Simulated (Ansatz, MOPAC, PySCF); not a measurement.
Molecule: GaF2, charge 0, multiplicity 2. SMILES: [Ga]([F])[F]
Geometry: optimised at B3LYP-D3(BJ)/def2-TZVP (Ansatz, an electronic-structure program).

Unscaled harmonic wavenumbers (cm⁻¹) in rising order, each level at the stationary point that it reaches from this structure (no distance between atoms moves by over 0.3 Å); the order of modes can differ between levels, and a negative number is imaginary. B3LYP-D3(BJ)/def2-TZVP (PySCF, at the structure above): 172, 619, 659.

PM3 (MOPAC): 165, 996, 1056. Zero-point energy 3.2 against 2.1 kcal/mol; where all levels lie over 400 cm⁻¹, the wavenumbers are on average 1.606 times those of B3LYP-D3(BJ)/def2-TZVP.

PM6 (MOPAC): 149, 696, 763. Zero-point energy 2.3 against 2.1 kcal/mol; where all levels lie over 400 cm⁻¹, the wavenumbers are on average 1.141 times those of B3LYP-D3(BJ)/def2-TZVP.

PM7 (MOPAC): 135, 688, 764. Zero-point energy 2.3 against 2.1 kcal/mol; where all levels lie over 400 cm⁻¹, the wavenumbers are on average 1.136 times those of B3LYP-D3(BJ)/def2-TZVP.

B3LYP/6-31G* with LANL2DZ past Ar (Ansatz): 217, 644, 681. Zero-point energy 2.2 against 2.1 kcal/mol; where all levels lie over 400 cm⁻¹, the wavenumbers are on average 1.037 times those of B3LYP-D3(BJ)/def2-TZVP.
